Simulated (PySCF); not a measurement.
**Si (silicon, neutral): UHF calculation**

Configuration: [Ne] 3s2 3p1 4s1, high-spin 3P determinant (an excited configuration). Computed with PySCF 2.14 in dyall-av3z (19s12p3d2f, 84 functions), with the non-relativistic Hamiltonian (point nucleus).

| Quantity | Value |
| --- | --- |
| Total energy | -288.684803 hartree |
| One-electron energy | -398.2297 hartree |
| Hartree (Coulomb) energy | 129.6949 hartree |
| Exchange energy | -20.1500 hartree |
| Kinetic energy | 288.71321 hartree |
| ⟨S²⟩ | 2.0155 |
| ⟨L²⟩ | 2.064 |
| Sum of ⟨r⟩ | 17.66 bohr |
| Sum of ⟨r²⟩ | 65.28 bohr² |
| Traceless quadrupole moment −½Σ⟨3z² − r²⟩ along its main axis | -1.48 e·bohr² |
| Density at the nucleus (Gaussians lack the cusp) | 1760 bohr⁻³ |
| Spin density at the nucleus | 0.438 bohr⁻³ |
| Langevin diamagnetic susceptibility | -51.7 ×10⁻⁶ cm³/mol |

```json
{"shell": "1s α", "electrons": "1", "mean orbital energy (hartree)": "-69.00022", "spread (hartree)": "0", "rms radius, mean of both spins (bohr)": "0.129"}
{"shell": "1s β", "electrons": "1", "mean orbital energy (hartree)": "-68.99240", "spread (hartree)": "0", "rms radius, mean of both spins (bohr)": "0.129"}
{"shell": "2s α", "electrons": "1", "mean orbital energy (hartree)": "-6.34099", "spread (hartree)": "0", "rms radius, mean of both spins (bohr)": "0.614"}
{"shell": "2s β", "electrons": "1", "mean orbital energy (hartree)": "-6.33135", "spread (hartree)": "0", "rms radius, mean of both spins (bohr)": "0.614"}
{"shell": "2p α", "electrons": "3", "mean orbital energy (hartree)": "-4.43960", "spread (hartree)": "0.01343", "rms radius, mean of both spins (bohr)": "0.600"}
{"shell": "2p β", "electrons": "3", "mean orbital energy (hartree)": "-4.42549", "spread (hartree)": "0.01621", "rms radius, mean of both spins (bohr)": "0.600"}
{"shell": "3s α", "electrons": "1", "mean orbital energy (hartree)": "-0.72000", "spread (hartree)": "0", "rms radius, mean of both spins (bohr)": "2.25"}
{"shell": "3s β", "electrons": "1", "mean orbital energy (hartree)": "-0.62476", "spread (hartree)": "0", "rms radius, mean of both spins (bohr)": "2.25"}
{"shell": "3p α", "electrons": "1", "mean orbital energy (hartree)": "-0.42757", "spread (hartree)": "0", "rms radius, mean of both spins (bohr)": "2.72"}
{"shell": "4s α", "electrons": "1", "mean orbital energy (hartree)": "-0.10740", "spread (hartree)": "0", "rms radius, mean of both spins (bohr)": "6.69"}
```

The outer electron is Rydberg-like, and this basis confines it to a smaller radius and binds it less than a complete one would.

Spin-orbit constants ζ (cm⁻¹) from the X2C one-electron operator on these orbitals (non-relativistic here): bare nucleus, nucleus screened by l(l+1)(2l+1)/3 electrons, and screened by the Breit-Pauli mean field of the electrons.

```
shell   bare  screened nucleus  mean field
   2p   3863              3311        3062
   3p  204.8             175.6       159.1
```

To first order the Landé constant is A = 79.53 cm⁻¹, so the lowest level has J = 0 and lies 0.0197 eV below the centre of the term. This holds in LS coupling only.
